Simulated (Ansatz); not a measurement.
A short molecular-dynamics run on `C#[C][Sn]([F])([F])[F]`.

```yaml
crystal:
  periodic: [false, false, false]
  atoms:
    - {symbol: C, position_ang: [1.299944, -1.627726, 0.690938]}
    - {symbol: C, position_ang: [0.588504, -0.736928, 0.307369]}
    - {symbol: Sn, position_ang: [-0.612269, 0.767646, -0.341593]}
    - {symbol: F, position_ang: [-2.226235, 0.153460, -1.100179]}
    - {symbol: F, position_ang: [0.197286, 1.837776, -1.666995]}
    - {symbol: F, position_ang: [-1.116794, 1.956084, 1.033407]}
    - {symbol: H, position_ang: [1.930964, -2.418312, 1.031352]}
basis:
  gaussian: {orbitals: def2-SVP}
hamiltonian: {xc: {name: revPBE}}
md: {timestep: 2 fs, n_steps: 50, ensemble: nve, temperature: 300, initial_velocities: maxwell_boltzmann, seed: 451}
```

```sh
$ ansatz run in.yaml --threads 4 --pin off --events-out ev --progress --plain --max-ram 10444MiB
```

```csv
step,time (fs),potential energy (eV),kinetic (eV),T (K),conserved (eV)
0,0.0,-16061.7087,0.1939,300,-16061.5148
1,2.0,-16061.7366,0.2235,346,-16061.5131
2,4.0,-16061.7822,0.2642,409,-16061.5180
3,6.0,-16061.7848,0.2678,414,-16061.5171
4,8.0,-16061.7569,0.2456,380,-16061.5113
5,10.0,-16061.7664,0.2503,387,-16061.5161
6,12.0,-16061.7603,0.2450,379,-16061.5153
7,14.0,-16061.7390,0.2227,345,-16061.5164
8,16.0,-16061.6989,0.1887,292,-16061.5102
9,18.0,-16061.7098,0.1938,300,-16061.5159
10,20.0,-16061.7103,0.1935,299,-16061.5168
11,22.0,-16061.6809,0.1677,259,-16061.5132
12,24.0,-16061.6708,0.1567,242,-16061.5141
13,26.0,-16061.6748,0.1627,252,-16061.5121
14,28.0,-16061.6983,0.1796,278,-16061.5187
15,30.0,-16061.6739,0.1609,249,-16061.5129
16,32.0,-16061.6695,0.1566,242,-16061.5129
17,34.0,-16061.6912,0.1767,273,-16061.5145
18,36.0,-16061.7151,0.1985,307,-16061.5166
19,38.0,-16061.7129,0.1972,305,-16061.5157
20,40.0,-16061.6960,0.1847,286,-16061.5113
21,42.0,-16061.7191,0.2024,313,-16061.5167
22,44.0,-16061.7196,0.2048,317,-16061.5148
23,46.0,-16061.7038,0.1864,288,-16061.5174
24,48.0,-16061.6621,0.1510,234,-16061.5110
25,50.0,-16061.6681,0.1533,237,-16061.5148
26,52.0,-16061.6780,0.1609,249,-16061.5171
27,54.0,-16061.6585,0.1458,226,-16061.5127
28,56.0,-16061.6621,0.1485,230,-16061.5135
29,58.0,-16061.6877,0.1750,271,-16061.5127
30,60.0,-16061.7354,0.2164,335,-16061.5190
31,62.0,-16061.7300,0.2164,335,-16061.5136
32,64.0,-16061.7335,0.2193,339,-16061.5142
33,66.0,-16061.7509,0.2349,364,-16061.5160
34,68.0,-16061.7492,0.2317,359,-16061.5175
35,70.0,-16061.7096,0.1942,300,-16061.5155
36,72.0,-16061.6635,0.1527,236,-16061.5108
37,74.0,-16061.6608,0.1435,222,-16061.5173
38,76.0,-16061.6305,0.1155,179,-16061.5151
39,78.0,-16061.5966,0.0830,128,-16061.5136
40,80.0,-16061.5851,0.0746,115,-16061.5106
41,82.0,-16061.6272,0.1105,171,-16061.5167
42,84.0,-16061.6533,0.1379,213,-16061.5154
43,86.0,-16061.6696,0.1582,245,-16061.5114
44,88.0,-16061.7282,0.2127,329,-16061.5156
45,90.0,-16061.7831,0.2681,415,-16061.5149
46,92.0,-16061.8191,0.2991,463,-16061.5200
47,94.0,-16061.7924,0.2801,433,-16061.5124
48,96.0,-16061.7903,0.2738,424,-16061.5165
49,98.0,-16061.7684,0.2511,388,-16061.5173
50,100.0,-16061.7060,0.1905,295,-16061.5154
```

Velocities are drawn at the set temperature; a run this short doesn't reach equilibrium.

Frames (Å, forces in eV/Å):

```xyz
7
time=0.0 fs
C     1.300   -1.628    0.691    1.208   -1.514    0.652
C     0.589   -0.737    0.307   -1.120    1.399   -0.603
Sn   -0.612    0.768   -0.342    0.638   -0.800    0.347
F    -2.226    0.153   -1.100   -1.381   -0.536   -0.648
F     0.197    1.838   -1.667    0.702    0.915   -1.139
F    -1.117    1.956    1.033   -0.429    1.015    1.185
H     1.931   -2.418    1.031    0.383   -0.478    0.206
7
time=4.0 fs
C     1.319   -1.608    0.715    0.829   -1.550    0.259
C     0.571   -0.740    0.300   -0.019    0.167    0.029
Sn   -0.615    0.763   -0.345    0.536    0.328    0.301
F    -2.235    0.150   -1.102   -1.246   -0.463   -0.590
F     0.216    1.855   -1.679    0.327    0.431   -0.554
F    -1.110    1.967    1.061   -0.211    0.471    0.543
H     1.916   -2.495    0.979   -0.215    0.614    0.012
7
time=8.0 fs
C     1.346   -1.604    0.741   -1.880    1.493   -1.258
C     0.554   -0.743    0.294    2.119   -2.153    1.240
Sn   -0.617    0.758   -0.348    0.137    1.409    0.107
F    -2.254    0.143   -1.109   -0.797   -0.277   -0.387
F     0.238    1.876   -1.696   -0.070   -0.079    0.051
F    -1.104    1.981    1.092    0.001   -0.085   -0.123
H     1.886   -2.509    0.935    0.491   -0.307    0.370
7
time=12.0 fs
C     1.355   -1.588    0.753    0.292   -1.415   -0.223
C     0.561   -0.768    0.301    0.309   -0.039    0.235
Sn   -0.619    0.755   -0.350    0.010    1.636    0.066
F    -2.280    0.134   -1.119   -0.200   -0.047   -0.114
F     0.259    1.896   -1.713   -0.393   -0.500    0.537
F    -1.099    1.995    1.123    0.164   -0.533   -0.660
H     1.909   -2.531    0.940   -0.183    0.898    0.161
7
time=16.0 fs
C     1.364   -1.587    0.762    0.572   -1.087    0.148
C     0.571   -0.795    0.312   -1.307    1.711   -0.686
Sn   -0.621    0.755   -0.353   -0.115    1.537    0.031
F    -2.307    0.125   -1.130    0.371    0.172    0.147
F     0.277    1.912   -1.725   -0.610   -0.780    0.854
F    -1.092    2.005    1.148    0.263   -0.824   -1.018
H     1.926   -2.456    0.976    0.826   -0.729    0.524
7
time=20.0 fs
C     1.382   -1.601    0.772    0.316   -0.877   -0.006
C     0.568   -0.802    0.315    0.040    0.229    0.012
Sn   -0.623    0.756   -0.356   -0.385    1.495   -0.087
F    -2.331    0.117   -1.140    0.805    0.349    0.344
F     0.290    1.922   -1.731   -0.727   -0.912    1.002
F    -1.083    2.008    1.166    0.294   -0.951   -1.199
H     2.035   -2.439    1.079   -0.344    0.666   -0.066
7
time=24.0 fs
C     1.402   -1.624    0.782   -1.533    1.459   -0.851
C     0.565   -0.807    0.318    1.669   -1.485    0.860
Sn   -0.625    0.759   -0.358   -0.546    1.250   -0.157
F    -2.349    0.111   -1.147    1.074    0.466    0.465
F     0.297    1.924   -1.728   -0.747   -0.914    1.002
F    -1.072    2.003    1.173    0.275   -0.940   -1.215
H     2.112   -2.352    1.180   -0.193    0.165   -0.103
7
time=28.0 fs
C     1.405   -1.630    0.782   -0.261    0.592    0.010
C     0.581   -0.828    0.331    0.014    0.136   -0.120
Sn   -0.629    0.764   -0.361   -0.386    0.525   -0.056
F    -2.358    0.110   -1.150    1.176    0.517    0.509
F     0.298    1.919   -1.717   -0.667   -0.794    0.861
F    -1.059    1.991    1.171    0.214   -0.801   -1.067
H     2.162   -2.238    1.268   -0.090   -0.174   -0.137
7
time=32.0 fs
C     1.405   -1.631    0.783    1.747   -1.030    1.256
C     0.597   -0.847    0.342   -2.029    2.115   -1.295
Sn   -0.632    0.770   -0.364   -0.167   -0.309    0.071
F    -2.357    0.112   -1.149    1.110    0.505    0.477
F     0.294    1.908   -1.700   -0.485   -0.547    0.569
F    -1.044    1.972    1.160    0.104   -0.523   -0.744
H     2.194   -2.149    1.331   -0.280   -0.210   -0.334
7
time=36.0 fs
C     1.422   -1.639    0.796   -0.920    1.384   -0.303
C     0.590   -0.842    0.339   -0.019    0.141   -0.190
Sn   -0.636    0.775   -0.367   -0.078   -0.990    0.105
F    -2.348    0.119   -1.144    0.872    0.431    0.368
F     0.286    1.893   -1.677   -0.204   -0.175    0.132
F    -1.028    1.949    1.143   -0.051   -0.113   -0.248
H     2.204   -2.103    1.359    0.401   -0.678    0.136
7
time=40.0 fs
C     1.431   -1.633    0.808   -0.732    1.472   -0.076
C     0.583   -0.835    0.333    1.138   -0.920    0.497
Sn   -0.640    0.778   -0.370    0.114   -1.715    0.186
F    -2.331    0.129   -1.136    0.458    0.287    0.179
F     0.276    1.876   -1.654    0.152    0.281   -0.404
F    -1.012    1.926    1.125   -0.232    0.386    0.373
H     2.244   -2.140    1.386   -0.899    0.210   -0.754
7
time=44.0 fs
C     1.430   -1.607    0.818   -1.160    1.301   -0.568
C     0.588   -0.837    0.332    0.118    0.118   -0.052
Sn   -0.644    0.780   -0.372    0.550   -2.439    0.400
F    -2.311    0.141   -1.127   -0.100    0.076   -0.076
F     0.268    1.861   -1.634    0.504    0.712   -0.919
F    -0.999    1.905    1.109   -0.397    0.854    0.976
H     2.181   -2.168    1.322    0.485   -0.621    0.239
7
time=48.0 fs
C     1.418   -1.569    0.824    1.840   -1.755    1.106
C     0.593   -0.837    0.329   -2.002    2.159   -1.253
Sn   -0.647    0.778   -0.374    1.092   -2.737    0.666
F    -2.292    0.154   -1.119   -0.731   -0.164   -0.363
F     0.263    1.852   -1.622    0.722    0.981   -1.239
F    -0.988    1.891    1.101   -0.496    1.137    1.344
H     2.151   -2.260    1.267   -0.426    0.379   -0.262
7
time=52.0 fs
C     1.423   -1.547    0.839   -0.874    0.382   -0.669
C     0.577   -0.813    0.313    0.198    0.174    0.125
Sn   -0.649    0.773   -0.375    1.399   -2.124    0.801
F    -2.279    0.166   -1.113   -1.258   -0.359   -0.602
F     0.265    1.851   -1.619    0.703    0.974   -1.233
F    -0.982    1.887    1.104   -0.500    1.120    1.313
H     2.084   -2.318    1.189    0.333   -0.167    0.265
7
time=56.0 fs
C     1.420   -1.523    0.848   -1.492    0.488   -1.237
C     0.562   -0.786    0.299    1.632   -1.195    1.056
Sn   -0.649    0.766   -0.376    1.456   -0.986    0.816
F    -2.276    0.175   -1.113   -1.477   -0.436   -0.702
F     0.272    1.857   -1.626    0.458    0.699   -0.916
F    -0.979    1.891    1.117   -0.417    0.819    0.906
H     2.047   -2.381    1.140   -0.160    0.610    0.077
7
time=60.0 fs
C     1.400   -1.494    0.842   -0.090   -0.825   -0.383
C     0.566   -0.773    0.296    0.127    0.117    0.129
Sn   -0.647    0.757   -0.375    1.327    0.041    0.743
F    -2.284    0.180   -1.118   -1.273   -0.366   -0.606
F     0.282    1.870   -1.641    0.101    0.271   -0.426
F    -0.980    1.902    1.138   -0.281    0.356    0.305
H     1.999   -2.367    1.109    0.088    0.406    0.238
7
time=64.0 fs
C     1.377   -1.474    0.831    1.090   -1.601    0.495
C     0.572   -0.757    0.294   -1.447    1.464   -0.909
Sn   -0.643    0.748   -0.373    0.834    0.965    0.484
F    -2.303    0.183   -1.127   -0.730   -0.189   -0.355
F     0.294    1.884   -1.659   -0.247   -0.161    0.065
F    -0.983    1.915    1.161   -0.142   -0.104   -0.282
H     1.975   -2.307    1.119    0.642   -0.375    0.502
7
time=68.0 fs
C     1.367   -1.474    0.826    0.595   -1.156    0.161
C     0.562   -0.726    0.283    0.494   -0.611    0.285
Sn   -0.638    0.740   -0.370   -0.134    2.030   -0.021
F    -2.328    0.184   -1.140   -0.067    0.021   -0.047
F     0.303    1.897   -1.676   -0.515   -0.494    0.449
F    -0.988    1.928    1.182   -0.035   -0.456   -0.733
H     2.027   -2.279    1.194   -0.339    0.666   -0.093
7
time=72.0 fs
C     1.362   -1.486    0.821   -1.425    1.332   -1.006
C     0.558   -0.703    0.276    2.268   -2.596    1.390
Sn   -0.634    0.735   -0.368   -1.034    2.745   -0.495
F    -2.353    0.185   -1.153    0.531    0.198    0.233
F     0.308    1.906   -1.690   -0.675   -0.705    0.698
F    -0.993    1.938    1.197    0.043   -0.682   -1.013
H     2.051   -2.177    1.268    0.292   -0.291    0.193
7
time=76.0 fs
C     1.346   -1.487    0.807    1.765   -1.336    1.306
C     0.579   -0.709    0.284   -0.318   -0.125   -0.353
Sn   -0.631    0.733   -0.366   -1.224    2.507   -0.599
F    -2.374    0.187   -1.164    0.966    0.309    0.440
F     0.308    1.910   -1.699   -0.729   -0.794    0.812
F    -0.997    1.942    1.204    0.091   -0.787   -1.127
H     2.092   -2.092    1.353   -0.552    0.225   -0.478
7
time=80.0 fs
C     1.348   -1.502    0.807    1.168   -0.781    0.920
C     0.598   -0.718    0.288   -1.250    0.773   -0.992
Sn   -0.629    0.735   -0.365   -1.259    2.064   -0.621
F    -2.387    0.193   -1.172    1.207    0.362    0.558
F     0.302    1.907   -1.701   -0.685   -0.754    0.783
F    -1.001    1.939    1.201    0.100   -0.760   -1.077
H     2.079   -1.997    1.387    0.720   -0.904    0.429
7
time=84.0 fs
C     1.366   -1.527    0.820    0.400    0.487    0.541
C     0.603   -0.719    0.282    0.693   -1.233    0.372
Sn   -0.629    0.739   -0.364   -1.334    1.631   -0.664
F    -2.390    0.201   -1.175    1.250    0.365    0.585
F     0.291    1.898   -1.696   -0.548   -0.579    0.607
F    -1.003    1.930    1.191    0.060   -0.592   -0.859
H     2.133   -2.008    1.454   -0.522   -0.078   -0.581
7
time=88.0 fs
C     1.388   -1.545    0.839   -0.953    1.619   -0.509
C     0.617   -0.736    0.279    1.355   -1.827    0.934
Sn   -0.631    0.745   -0.365   -1.044    0.754   -0.515
F    -2.384    0.212   -1.173    1.109    0.310    0.526
F     0.275    1.884   -1.687   -0.316   -0.289    0.290
F    -1.006    1.917    1.173   -0.021   -0.302   -0.479
H     2.133   -2.047    1.454   -0.130   -0.265   -0.246
7
time=92.0 fs
C     1.400   -1.545    0.853    0.552   -0.236    0.489
C     0.644   -0.773    0.287   -0.892    0.680   -0.541
Sn   -0.634    0.753   -0.366   -0.351   -0.551   -0.166
F    -2.368    0.225   -1.167    0.777    0.192    0.378
F     0.256    1.868   -1.675   -0.001    0.092   -0.146
F    -1.008    1.901    1.151   -0.137    0.088    0.040
H     2.114   -2.129    1.416    0.051   -0.265   -0.054
7
time=96.0 fs
C     1.419   -1.548    0.873    1.257   -1.322    0.899
C     0.662   -0.802    0.288   -1.677    1.671   -1.010
Sn   -0.637    0.759   -0.367    0.298   -1.612    0.145
F    -2.347    0.240   -1.158    0.256    0.019    0.140
F     0.238    1.853   -1.665    0.340    0.506   -0.628
F    -1.012    1.886    1.130   -0.271    0.522    0.620
H     2.100   -2.244    1.369   -0.203    0.217   -0.166
7
time=100.0 fs
C     1.449   -1.563    0.901   -1.635    1.207   -1.402
C     0.661   -0.813    0.279    0.644   -0.452    0.828
Sn   -0.640    0.764   -0.369    0.858   -2.134    0.405
F    -2.323    0.255   -1.149   -0.398   -0.196   -0.161
F     0.222    1.842   -1.659    0.610    0.833   -1.015
F    -1.018    1.876    1.114   -0.383    0.877    1.097
H     2.069   -2.344    1.305    0.303   -0.135    0.249
```

It took 36 s on 4 threads of an Intel Xeon on a shared host, with 0.16 GiB of host memory at the peak.
